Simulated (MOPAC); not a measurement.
MOPAC input (PM3):

```
PM3 1SCF UHF MS=0.5 GEO-OK AUX(PRECISION=9) THREADS=1
HOSe

Se   -0.21568477 1    0.07062466 1    0.20484246 1
H    -1.33018741 1    0.14921132 1   -0.80206186 1
O     1.08293369 1   -0.31880620 1   -0.77032271 1
```

From the last part of the output:

```
                                                       MOPAC v23.2.5 Linux

          FINAL HEAT OF FORMATION =         -5.75915 KCAL/MOL =     -24.09629 KJ/MOL

          COSMO AREA              =         73.09 SQUARE ANGSTROMS
          COSMO VOLUME            =         56.14 CUBIC ANGSTROMS

          IONIZATION POTENTIAL    =         10.316415 EV
          ALPHA SOMO LUMO (EV)    =        -10.316 -0.795
          BETA  SOMO LUMO (EV)    =        -10.678 -1.436
          NO. OF ALPHA ELECTRONS  =          7
          NO. OF BETA  ELECTRONS  =          6
          MOLECULAR WEIGHT        =         95.9673         POINT GROUP:  Cs

          MOLECULAR DIMENSIONS (Angstroms)

            Atom       Atom       Distance
            O     3    H     2     2.45829
            H     2   Se     1     1.00165
           Se     1    H     2     0.00000

          SCF CALCULATIONS        =          1

   ATOM   CHEMICAL          X               Y               Z
  NUMBER   SYMBOL      (ANGSTROMS)     (ANGSTROMS)     (ANGSTROMS)

     1      Se         -0.21568477  *   0.07062466  *   0.20484246  *
     2       H         -1.33018741  *   0.14921132  *  -0.80206186  *
     3       O          1.08293369  *  -0.31880620  *  -0.77032271  *

                             CARTESIAN COORDINATES

   1   Se       -0.215684770     0.070624660     0.204842460
   2    H       -1.330187410     0.149211320    -0.802061860
   3    O        1.082933690    -0.318806200    -0.770322710

           Empirical Formula: H O Se  =     3 atoms

      MOLECULAR POINT GROUP   :   Cs

          ALPHA EIGENVALUES
 -33.59462 -20.49598 -15.85341 -15.14774 -13.25889 -11.16105 -10.31641  -0.79470
   0.00049

           BETA EIGENVALUES
 -33.25636 -19.41696 -15.47908 -12.83925 -11.76396 -10.67819  -1.43578  -0.63031
   0.51184

              NET ATOMIC CHARGES AND DIPOLE CONTRIBUTIONS

  ATOM NO.   TYPE          CHARGE      No. of ELECS.   s-Pop       p-Pop
    1         Se           0.430760        5.5692     1.84449     3.72475
    2          H          -0.043364        1.0434     1.04336
    3          O          -0.387396        6.3874     1.90835     4.47904
 DIPOLE           X         Y         Z       TOTAL
 POINT-CHG.    -2.184     0.708     2.024     3.061
 HYBRID        -0.147    -0.142    -1.235     1.252
 SUM           -2.331     0.566     0.790     2.526

          ATOMIC ORBITAL ELECTRON POPULATIONS

     Atom    s        px        py        pz
    1 Se   1.84449   0.97376   1.58543   1.16557
    2  H   1.04336
    3  O   1.90835   1.40140   1.36908   1.70855

                    (SZ)    =    0.500000
                    (S**2)  =    0.765175

          ATOMIC ORBITAL SPIN POPULATIONS

    Atom   Total    s     px     py     pz
         Atomic
    1 Se  0.4775  0.023  0.058  0.359  0.038
    2  H -0.1077 -0.108
    3  O  0.6302  0.001  0.018  0.585  0.026

 **********************
 *                    *
 * JOB ENDED NORMALLY *
 *                    *
 **********************

 == MOPAC DONE ==
```

The geometry given is a B3LYP-D3(BJ)/def2-TZVP minimum.
